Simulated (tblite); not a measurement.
Species: C₆H₆N (doublet state).
InChI=1S/C6H6N/c1-6-2-4-7-5-3-6/h2-5H,1H2

The geometry is computed with GFN2-xTB (gas phase). This method treats the open shell by occupation alone, without spin polarisation.

Masses are those of the commonest isotopes; rigid-rotor values at the optimised geometry. 

**Question.** Give the principal moments of inertia and the rotational constants in GHz.

**Answer.** Ia = 85.39, Ib = 182.78, Ic = 268.17 u·Å²; 505379 MHz·u·Å²/I gives 5919, 2765 and 1885 MHz, that is A = 5.9186, B = 2.7649, C = 1.8845 GHz.

**Question.** Classify the top.

**Answer.** An asymmetric top. Ray's parameter κ = (2B − A − C)/(A − C) = -0.564; −1 is the prolate and +1 the oblate limit.

**Question.** What does the inertial defect say?

**Answer.** Planar: Δ = Ic − Ia − Ib = 0.00 u·Å². For a rigid frame Δ = −2 Σ m c², so it vanishes when all atoms lie in the ab plane; here none is more than 0.01 Å from it.

**Question.** Where do the levels up to J = 5 lie, in K?

**Answer.** Above 0(0,0), as E/k:
J = 1: 1(0,1) 0.223, 1(1,1) 0.374, 1(1,0) 0.417
J = 2: 2(0,2) 0.662, 2(1,2) 0.779, 2(1,1) 0.905, 2(2,1) 1.359, 2(2,0) 1.367
J = 3: 3(0,3) 1.302, 3(1,3) 1.380, 3(1,2) 1.633, 3(2,2) 2.029, 3(2,1) 2.066, 3(3,1) 2.896, 3(3,0) 2.896
J = 4: 4(0,4) 2.129, 4(1,4) 2.175, 4(1,3) 2.592, 4(2,3) 2.915, 4(2,2) 3.017, 4(3,2) 3.801, 4(3,1) 3.807, 4(4,1) 4.997, 4(4,0) 4.997
J = 5: 5(0,5) 3.135, 5(1,5) 3.159, 5(1,4) 3.770, 5(2,4) 4.014, 5(2,3) 4.225, 5(3,3) 4.935, 5(3,2) 4.959, 5(4,2) 6.130, 5(4,1) 6.131, 5(5,1) 7.666, 5(5,0) 7.666
Those of J = 1 are B + C, A + C and A + B.

**Question.** Estimate the classical rotational partition function at 50 K, 200 K and 298.15 K.

**Answer.** Point group C2v, symmetry number σ = 2; q = (√π/σ)·√((kT/h)³/(ABC)), k/h = 20836.6 MHz/K: 5370 at 50 K, 42900 at 200 K, 78100 at 298.15 K.

For this open shell read J as N, the rotation without spin; fine and hyperfine splittings come on top. Its GFN2-xTB frequencies are all real (lowest 170 cm⁻¹). Zero-point vibration and centrifugal distortion are left out.
